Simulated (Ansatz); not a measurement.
Process, species as SMILES: C[CH-][SiH3] -> CC[SiH2-]

Property: isomerisation energy (enthalpy at 298 K), in kcal/mol. Conventions: spin-orbit terms left out; LANL2DZ with its own core potentials from Na on; 6-311+G** with 5d, 6d on Na to Ar in Ansatz (a quantum-chemistry and plane-wave program); valence correlation only; 6-31G* and kin with 6d, 5d where marked; non-relativistic. Basis-set limits of correlation are two-point, X^-3; Hartree-Fock from the larger set. First-principles rows: single points at B3LYP-D3(BJ) geometries (Ansatz), with unscaled harmonic terms from B3LYP/6-31G* (Ansatz) at its own minima. Anions need diffuse functions, which STO-3G, LANL2DZ, def2-SVP, cc-pVDZ and Pople sets without + lack.

Coupled cluster (Ansatz) is a level with limits of its own, used here on species with T1 under 0.025 (0.045 for open shells) and stable references: CCSD(T)/CBS(aug-cc-pV(T+d)Z,aug-cc-pV(Q+d)Z).

Value to compare with, CCSD(T)/CBS(aug-cc-pV(T+d)Z,aug-cc-pV(Q+d)Z) (Ansatz): -14.5 kcal/mol.

```json
[
 {"level": "HF/STO-3G", "program": "Ansatz", "isomerisation energy (enthalpy at 298 K) (kcal/mol)": "-35.7", "difference": "-21.2"},
 {"level": "HF/3-21G", "program": "Ansatz", "isomerisation energy (enthalpy at 298 K) (kcal/mol)": "-38.2", "difference": "-23.7"},
 {"level": "HF/LANL2DZ", "program": "Ansatz", "isomerisation energy (enthalpy at 298 K) (kcal/mol)": "-28.8", "difference": "-14.3"},
 {"level": "HF/6-31G*", "program": "Ansatz", "isomerisation energy (enthalpy at 298 K) (kcal/mol)": "-22.9", "difference": "-8.4"},
 {"level": "HF/6-311+G**", "program": "Ansatz", "isomerisation energy (enthalpy at 298 K) (kcal/mol)": "-18.1", "difference": "-3.6"}
]
```

Among the 5 habitual levels, HF/3-21G lies farthest from CCSD(T)/CBS(aug-cc-pV(T+d)Z,aug-cc-pV(Q+d)Z) (Ansatz) (-23.7 kcal/mol) and HF/6-311+G** nearest (-3.6); 0 of 5 lie above it, and their mean absolute difference is 14.2 kcal/mol, the median 14.3. One case shows no general order.

The sets are all those run for this method; left out are runs that failed, that the program found above a lower state of the same kind, or whose <S^2> lies over 0.5 above the pure value.
